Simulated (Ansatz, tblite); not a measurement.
Forces on Y2O3⁻ at its PBE-D4/def2-SVPD geometry. Total charge -1; doublet.

In the def2 sets Y takes a core potential; there is no spin–orbit coupling. The xTB rows come from tblite. The structure holds 1 bond(s) between oxygen atoms. At PBE-D4/def2-TZVPD the highest occupied level of the charge -1 doublet lies above zero (up to 0.44 eV). The electron is either unbound and held by the finite basis, or the level is raised by self-interaction error. Another isomer (doublet) lies 3.36 eV lower at PBE0-D4/def2-TZVPD; other spin states weren't run for this one.

GFN1-xTB (tblite), largest force 1.25 eV/Å:

```xyz
5
positions Å, forces eV/Å
Y     0.720    1.176   -0.802    0.491    0.121   -0.167
Y    -0.139   -1.375    0.796    0.316   -0.398    0.159
O     1.527   -0.524   -0.016    1.180   -0.405   -0.013
O    -1.184    0.002   -0.633   -0.881    0.652    0.568
O    -0.924    0.721    0.655   -1.106    0.029   -0.548
```

GFN2-xTB (tblite), largest force 4.66 eV/Å:

```
Y 2.043 3.470 -2.351
Y 0.213 -0.641 0.315
O 1.326 -2.112 0.911
O -1.986 -0.899 -0.405
O -1.596 0.181 1.530
```

PBE-D4/def2-TZVPD (Ansatz), largest force 0.21 eV/Å:

```
Y -0.028 -0.180 0.105
Y 0.086 0.159 -0.107
O -0.119 0.041 0.002
O 0.024 -0.029 -0.034
O 0.037 0.008 0.034
```
